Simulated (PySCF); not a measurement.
# One molecule, several mistakes: AlBCH4N

Calculated results; nothing here was measured. The program is PySCF 2.14.0, an open-source quantum chemistry code, run on an isolated molecule that a program drew, which may never have been made. The molecule is AlBCH4N (charge 0, doublet), drawn as the SMILES string `[CH2]B=[N][AlH2]`.

Each row is a Hartree-Fock (HF) and frozen-core CCSD(T) single point in the cc-pV(D+d)Z basis, meant for a local HF minimum. Run 1 is clean. Each other run has one planted mistake out of seven kinds, and not every kind appears here: one electron removed, one electron added, multiplicity raised by two, geometry at a saddle point, minimal basis STO-3G, one bond length entered in bohr, all coordinates scaled. The reference is restricted for singlets and unrestricted otherwise, and also for a bond in bohr. Adding or removing an electron swaps singlet and doublet. Electrons count all cores. HOMO and LUMO are orbital energies over both spins, the gradient is its largest component, and the lowest frequency (negative if imaginary) is given only where the gradient is small. Bond lengths are over the 7 bonds as drawn. T1 is the CCSD diagnostic: over 0.02 (restricted) or 0.045 (unrestricted) a single reference is doubtful.

Geometry of the clean run:
```xyz
8
AlBCH4N, angstrom
C     1.5067    0.9734   -3.2772
B     1.0479    0.3847   -1.9586
N     0.6679   -0.1028   -0.8668
Al    0.1333   -0.7883    0.6699
H     1.8610    0.3479   -4.0873
H     1.4969    2.0411   -3.4581
H     0.1316   -2.3538    0.8713
H    -0.3396    0.1685    1.8328
```

| run | electrons | basis functions | <S^2> | HOMO (eV) | LUMO (eV) | gradient (hartree/bohr) | lowest frequency (cm^-1) | mean bond (Å) | longest bond (Å) | T1 | HF (hartree) | CCSD(T) (hartree) | mistake |
|---|---|---|---|---|---|---|---|---|---|---|---|---|---|
| 1 | 35 | 85 | 0.769 | -10.50 | 1.12 | 4.3e-05 | 32 | 1.4083 | 1.766 | 0.0180 | -361.27808 | -361.74318 | no fault |
| 2 | 35 | 85 | 1.562 | -7.81 | 1.14 | 9.5e-03 | - | 1.6089 | 2.983 | 0.0589 | -361.17700 | -361.63372 | one bond length entered in bohr |
| 3 | 34 | 85 | 0.000 | -14.84 | -7.74 | 6.7e-02 | - | 1.4083 | 1.766 | 0.0385 | -360.93679 | -361.40893 | one electron removed |
| 4 | 36 | 85 | 0.000 | -1.45 | 5.75 | 1.1e-01 | - | 1.4083 | 1.766 | 0.0269 | -361.26926 | -361.77750 | ? |

**Which mistake was planted in run 4, and what did it cost?**

It counts 36 electrons, one more than the clean run, at the same geometry and basis. So the mistake is: one electron added. Subtracting run 1 and multiplying by 627.51 kcal/mol a hartree, the energy moved by 5.5 kcal/mol in HF and -21.5 kcal/mol in CCSD(T).

Cautions from the logs. Run 2: T1 is over the limit, so its CCSD(T) energy is less reliable; run 3: T1 is over the limit, so its CCSD(T) energy is less reliable; run 4: T1 is over the limit, so its CCSD(T) energy is less reliable.
